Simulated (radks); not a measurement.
The numbers below are computed, except where a source is named.
These are the eigenvalues of the occupied orbitals of an atom or ion with whole-number occupations (Ry). Code: a radial shooting solver on a logarithmic mesh with Libxc functionals. Model: Dirac Kohn-Sham, PBEsol, spin-unpolarised, spherical densities, finite nucleus; Fermi nuclear charge, rms radius of each element as measured or else 0.836 A^(1/3) + 0.57 fm.

| orbital | eigenvalue |
|---|---|
| 1s1/2 | -44.69833 |

Which element is it, and in what charge state? The configuration may be excited. Open shells, if any, fill j = l - 1/2 first.

Answer. Z = 7, nitrogen, charge +6: N6+ in 1s1. The 1s level, -22.349 hartree, gives Z - s = 6.7 by -(Z - s)^2/2, which with screening and relativity narrows Z to a few neighbours, and the depths must fix Z and the occupations together.
